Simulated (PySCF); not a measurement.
## Cr⁻ (chromium, charge -1): UHF calculation

Configuration: [Ar] 3d5 4s2, high-spin 6S determinant. Calculation: PySCF 2.14, in def2-QZVPPD (11s6p5d3f2g, 93 functions); no relativity, point nucleus.

```
Total energy                                     : -1043.335717 hartree
One-electron energy                              : -1444.1586 hartree
Hartree (Coulomb) energy                         : 448.6515 hartree
Exchange energy                                  : -47.8286 hartree
Kinetic energy                                   : 1043.35777 hartree
⟨S²⟩                                             : 8.8633
⟨L²⟩                                             : 0.000
Sum of ⟨r⟩                                       : 26.48 bohr
Sum of ⟨r²⟩                                      : 77.11 bohr²
Density at the nucleus (Gaussians lack the cusp) : 9250 bohr⁻³
Spin density at the nucleus                      : -0.190 bohr⁻³
Langevin diamagnetic susceptibility              : -61.1 ×10⁻⁶ cm³/mol
```

| shell | electrons | mean orbital energy (hartree) | rms radius, mean of both spins (bohr) |
| --- | --- | --- | --- |
| 1s α | 1 | -220.20145 | 0.0743 |
| 1s β | 1 | -220.20086 | 0.0743 |
| 2s α | 1 | -26.07284 | 0.319 |
| 2s β | 1 | -25.97378 | 0.319 |
| 2p α | 3 | -22.00275 | 0.288 |
| 2p β | 3 | -21.90429 | 0.288 |
| 3s α | 1 | -3.27105 | 0.980 |
| 3s β | 1 | -2.92819 | 0.980 |
| 3p α | 3 | -2.07522 | 1.06 |
| 3p β | 3 | -1.65532 | 1.06 |
| 3d α | 5 | -0.18658 | 1.59 |
| 4s α | 1 | -0.03480 | 5.25 |
| 4s β | 1 | 0.01577 | 5.25 |

⟨S²⟩ = 8.86 against 8.75 shows spin contamination. At UHF the highest occupied level has a positive energy, so only the finite basis holds that electron.

Spin-orbit constants ζ (cm⁻¹) from the X2C one-electron operator on these orbitals (non-relativistic here): bare nucleus, nucleus screened by l(l+1)(2l+1)/3 electrons, and screened by the Breit-Pauli mean field of the electrons.

| shell | bare | screened nucleus | mean field |
| --- | --- | --- | --- |
| 2p | 47720 | 43740 | 41890 |
| 3p | 5376 | 4928 | 4683 |
| 3d | 404.5 | 236.0 | 206.4 |
